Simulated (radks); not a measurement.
Values are calculated unless marked as measured or tabulated.
Question: The mean radii <r> (bohr) of the occupied orbitals of an atom or ion are listed with their occupations. Level of theory: non-relativistic Kohn-Sham, B86b exchange with PBE correlation, spin-polarised, spherical densities, point nucleus (a radial shooting solver on a logarithmic mesh with Libxc functionals).

| orbital | occ. | <r> |
|---|---|---|
| 1s down | 1 | 0.07016 |
| 1s up | 1 | 0.07016 |
| 2s up | 1 | 0.3277 |
| 2s down | 1 | 0.3274 |
| 2p up | 3 | 0.2909 |
| 2p down | 3 | 0.2906 |
| 3s up | 1 | 1.014 |
| 3s down | 1 | 1.014 |
| 3p up | 3 | 1.085 |
| 3p down | 3 | 1.086 |
| 3d up | 2 | 1.413 |

Name the element and its charge. Open shells, if any, are filled with parallel spins first.

Answer: Z = 22, titanium, charge +2: Ti2+ in [Ar] 3d2. The 1s radius gives Z: for a bare nucleus <r> = 1.5/Z, 0.06818 bohr for Z = 22, and screening makes it slightly larger (0.07016 here). The occupations add up to 20, and the charge is Z minus that.
